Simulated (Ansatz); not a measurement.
# Relative stability

The two ends of one reaction step of CH₇ClGe, closed shell (PBE0-D4/def2-TZVP).

A:

Ge1  (-1.107, 0.220, -0.163)
H2  (2.426, 0.649, -1.616)
H3  (-0.919, -0.001, -1.671)
H4  (-2.593, 0.158, 0.220)
C5  (0.001, -0.950, 0.916)
H6  (2.032, 1.187, -1.278)
Cl7  (-0.476, 2.256, 0.227)
H8  (-0.288, -1.990, 0.754)
H9  (-0.124, -0.706, 1.971)
H10  (1.048, -0.824, 0.642)
(Å)

B:

Ge1  (-0.540, -0.329, -0.981)
H2  (0.177, 1.001, -1.326)
H3  (-0.103, -1.364, -2.030)
H4  (-2.051, -0.080, -1.109)
C5  (-0.063, -0.897, 0.822)
H6  (1.003, 2.048, 0.044)
Cl7  (1.490, 2.647, 1.072)
H8  (-0.567, -1.835, 1.061)
H9  (-0.360, -0.142, 1.549)
H10  (1.014, -1.049, 0.898)
(Å)

Program: Ansatz 0.2.0. Basis: def2-TZVPP. Cores are frozen in the correlated methods. Filled d shells of the heavier atoms are correlated. The def2 sets are not built for correlating such inner shells, so the correlated values are less sure here. B3LYP uses VWN-RPA correlation.

Problem. Which structure is lower at CCSD(T), and by how much? (An estimate is asked for; the value comes from the calculation.)

Solution. By the calculation: A, by 52.4 kJ/mol (electronic energy, against the other). By their contacts, A is a complex of CH₅ClGe ([CH3][GeH2][Cl]) + H₂ and B is a complex of CH₆Ge ([CH3][GeH3]) + HCl.

All methods give the same order:

| method | E(B) − E(A) (kJ/mol) |
| --- | --- |
| SPW92 | 40.8 |
| PBE-D4 | 53.4 |
| BLYP-D4 | 55.9 |
| r2SCAN-D4 | 58.5 |
| B97M-V | 52.1 |
| PBE0-D4 | 54.2 |
| B3LYP-D4 | 55.6 |
| r2SCAN0-D4 | 57.9 |
| BHLYP-D4 | 57.4 |
| CAM-B3LYP-D4 | 51.6 |
| wB97X-V | 56.8 |
| wB97M-V | 57.1 |
| B2PLYP | 55.6 |
| PBE-QIDH | 56.8 |
| RPA on PBE | 50.9 |
| HF | 58.9 |
| MP2 | 60.2 |
| CCSD | 50.9 |
| CCSD(T) | 52.4 |

The T1 diagnostic stays at or below 0.010.

Labels in which every atom is bracketed show which atoms are joined, not bond orders.

For scale, one of the runs: CCSD(T)/def2-TZVPP, 219 basis functions, launched by `ansatz run in.yaml --threads 4 --pin off --events-out ev --progress --plain --max-ram 9574MiB`. Hardware: 4 CPU threads of an Intel Xeon, shared host. Wall time 100 s; peak host memory 3.2 GiB.
